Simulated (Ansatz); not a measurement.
Ansatz results at the PBE0-D4/def2-TZVP geometry: HOMO energy (PBE/def2-TZVPP) -6.15 eV; LUMO energy (B3LYP/def2-TZVPP) 0.11 eV; size of the dipole moment (B3LYP/def2-TZVPP) 1.02 D.

Each molecule was computed in one conformer, which needn't be the lowest.

Which molecule gave them?
A. `[NH2][GeH]([F])[Cl]`
B. `[SH][GeH]([SH])[SH]`
C. `CC[O][GeH3]`
D. `CC(C)[NH][Ge]([Cl])([Cl])[NH]C(C)C`

C. The others give `[SH][GeH]([SH])[SH]`: -6.29, -1.18, 1.15; `CC(C)[NH][Ge]([Cl])([Cl])[NH]C(C)C`: -5.85, -0.56, 2.68; `[NH2][GeH]([F])[Cl]`: -6.88, -0.37, 2.32.

B3LYP here is the variant with VWN-RPA as its local correlation; programs differ in this.
